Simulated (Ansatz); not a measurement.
Reaction (formal exchange of groups at a B–As bond): `B[AsH2]` + `F[SiH](Cl)O[SiH3]` → `B[Si](F)(Cl)O[SiH3]` + arsine

Isolated molecules relaxed with PBE0-D4/def2-TZVP in Ansatz; ΔE leaves out vibrations. CCSD(T)/CBS is the MP2 limit (def2-TZVPP, def2-QZVPP) plus CCSD(T) − MP2 in def2-TZVPP, frozen cores. DFT in def2-TZVPP. For As outer-core shells are correlated without core-valence functions, which leaves a few kJ/mol of doubt a bond. Scalar relativity is left out up to krypton. Each species was taken in one conformer, which may not be the lowest.

CCSD(T)/CBS gives +49.5 kJ/mol.

Question: Another level gave +42.5 kJ/mol. Which?
A. MP2/def2-TZVPP
B. ωB97X-V/def2-TZVPP
C. SCS-MP2/def2-TZVPP
D. CCSD/def2-TZVPP

Answer: B. ωB97X-V 42.5, SCS-MP2/def2-TZVPP 51.0, MP2/def2-TZVPP 55.4, CCSD/def2-TZVPP 47.0 kJ/mol.

Largest T1 diagnostic among the species: 0.014.

The D4 term adds −3.2 kJ/mol with B3LYP and −2.0 kJ/mol with PBE0; it sums over pairs of atoms, weighted by their polarisabilities, and B3LYP, whose exchange is more repulsive, gets the larger term.

B3LYP here is the variant with VWN-RPA as its local correlation; programs differ in this.
